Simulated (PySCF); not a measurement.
**29Si shieldings along a series**

GIAO PBE0/pcSseg-1 on PBE0-D3(BJ)/def2-SVP geometries (PySCF 2.14, gas phase, non-relativistic):

| SMILES | IAO charge (e) of Si | σ(Si) (ppm) |
| --- | --- | --- |
| c1cc([SiH]2CC2)ccn1 | 0.797 | 467.1 |
| O=CN[SiH]1CC1 | 0.931 | 449.9 |
| C=C[SiH]1CC1 | 0.796 | 477.8 |
| c1coc([SiH]2CC2)c1 | 0.802 | 483.2 |
| CC(=O)[SiH]1CC1 | 0.704 | 488.5 |

**Question.** Fit σ(Si) as a line in the IAO charge of Si. How well does it hold?

**Answer.** σ = 611.7 − 171.7 x, with x in e; correlation -0.91, rms deviation 5.7 ppm, largest 9.2 ppm at `c1coc([SiH]2CC2)c1`. A charge says how many electrons sit at the atom, not how easily they circulate, so such a line holds only within like compounds.

**Question.** A further member, `C=N[SiH]1CC1`, has x = 0.911. What does the line predict, and what does the calculation give?

**Answer.** The line gives 455.3 ppm; the calculation 441.8 ppm, a difference of -13.5 ppm, outside the usual scatter of the fit.
